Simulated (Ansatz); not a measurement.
Consider the redistribution: `[Cl][InH][Cl]` + `[F][Ti]([F])([Cl])[I]` → `[Cl][InH][I]` + `[F][Ti]([F])([Cl])[Cl]`.

Program: Ansatz. Geometries: PBE0-D4/def2-TZVP. ΔE: electronic, gas phase. CCSD(T)/CBS adds triple-zeta CCSD(T) − MP2 to the extrapolated MP2 energy (def2 sets, frozen cores). def2 core potentials past Kr. For I, In, Ti outer-core shells are correlated without core-valence functions, which leaves a few kJ/mol of doubt a bond. Scalar relativity is left out up to krypton.

```csv
species,CCSD(T)/CBS(def2) energy (Eh)
`[Cl][InH][Cl]`,-1110.06218
`[F][Ti]([F])([Cl])[I]`,-1805.98222
`[Cl][InH][I]`,-947.72945
`[F][Ti]([F])([Cl])[Cl]`,-1968.32938
```

Q: Work out ΔE.

A: ΔE = (-947.72945) + (-1968.32938) − (-1110.06218) − (-1805.98222) = -0.01443 Eh = -0.39 eV.

Q: What do rigid-rotor, harmonic-oscillator terms from PBE0-D4/def2-TZVP frequencies (298.15 K, 1 bar) make of the CCSD(T)/CBS value? (An estimate is asked.)

A: The calculation gave: ΔZPE = 0.00 eV, ΔH = -0.39 eV, ΔS = -1 J/(mol·K), ΔG = -0.39 eV.

Largest T1 diagnostic among the species: 0.024, so the coupled-cluster value is less sure than usual.

From BLYP to BHLYP (50 % exact exchange), in def2-TZVPP and without D4, ΔE moves by −0.05 eV. In def2-TZVPP, CCSD(T) changes the Hartree–Fock value by +0.14 eV (the triples alone add +0.05 eV) and MP2 by +0.18 eV.
